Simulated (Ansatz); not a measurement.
`FB(Cl)O[SiH3]` + CH₃OH → `OCB(F)O[SiH3]` + HCl  (formal exchange of groups at a B–Cl bond)

Computed with Ansatz on PBE0-D4/def2-TZVP structures; ΔE is electronic, products minus reactants. CCSD(T)/CBS adds triple-zeta CCSD(T) − MP2 to the extrapolated MP2 energy (def2 sets, frozen cores). This one scheme is used for every species. DFT in def2-TZVPP. One conformer a species, not always the lowest.

| species | B2PLYP energy (Eh) |
| --- | --- |
| `FB(Cl)O[SiH3]` | -951.34579 |
| CH₃OH | -115.68264 |
| `OCB(F)O[SiH3]` | -606.31300 |
| HCl | -460.68739 |

**Question.** Work out ΔE.

**Answer.** ΔE = (-606.31300) + (-460.68739) − (-951.34579) − (-115.68264) = 0.02804 Eh = +73.6 kJ/mol. CCSD(T)/CBS gives +67.9 kJ/mol.

Largest T1 diagnostic among the species: 0.012.

The D4 term adds −5.4 kJ/mol with B3LYP and −3.1 kJ/mol with PBE0; it sums over pairs of atoms, weighted by their polarisabilities, and B3LYP, whose exchange is more repulsive, gets the larger term. In def2-TZVPP, CCSD(T) changes the Hartree–Fock value by −11.2 kJ/mol (the triples alone add −0.0 kJ/mol) and MP2 by −6.5 kJ/mol.

B3LYP here is the variant with VWN-RPA as its local correlation; programs differ in this.
